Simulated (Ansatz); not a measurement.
One change: `NC(S)O[SiH3]` becomes `[AlH2][CH](S)O[SiH3]`.

Ansatz, PBE0-D4/def2-TZVP geometries, multiplicity 1. Each molecule was computed in one conformer, which needn't be the lowest.

| property | `NC(S)O[SiH3]` |
| --- | --- |
| HOMO energy (ωB97M-V/def2-TZVPP) / eV | -9.41 |
| HOMO–LUMO gap (PBE0/def2-TZVPP) / eV | 7.25 |
| LUMO energy (PBE/def2-TZVPP) / eV | -0.82 |
| HOMO–LUMO gap (PBE/def2-TZVPP) / eV | 5.06 |
| HOMO–LUMO gap (ωB97M-V/def2-TZVPP) / eV | 11.18 |
| LUMO energy (PBE0/def2-TZVPP) / eV | 0.11 |

Problem. What does the change do to each property? (Estimate.)

Solution. Computed: 
```json
{"property": "HOMO energy (ωB97M-V/def2-TZVPP) / eV", "`[AlH2][CH](S)O[SiH3]`": "-9.30", "shift": "0.11"}
{"property": "HOMO–LUMO gap (PBE0/def2-TZVPP) / eV", "`[AlH2][CH](S)O[SiH3]`": "6.65", "shift": "-0.60"}
{"property": "LUMO energy (PBE/def2-TZVPP) / eV", "`[AlH2][CH](S)O[SiH3]`": "-1.33", "shift": "-0.51"}
{"property": "HOMO–LUMO gap (PBE/def2-TZVPP) / eV", "`[AlH2][CH](S)O[SiH3]`": "4.62", "shift": "-0.44"}
{"property": "HOMO–LUMO gap (ωB97M-V/def2-TZVPP) / eV", "`[AlH2][CH](S)O[SiH3]`": "10.34", "shift": "-0.84"}
{"property": "LUMO energy (PBE0/def2-TZVPP) / eV", "`[AlH2][CH](S)O[SiH3]`": "-0.49", "shift": "-0.60"}
```
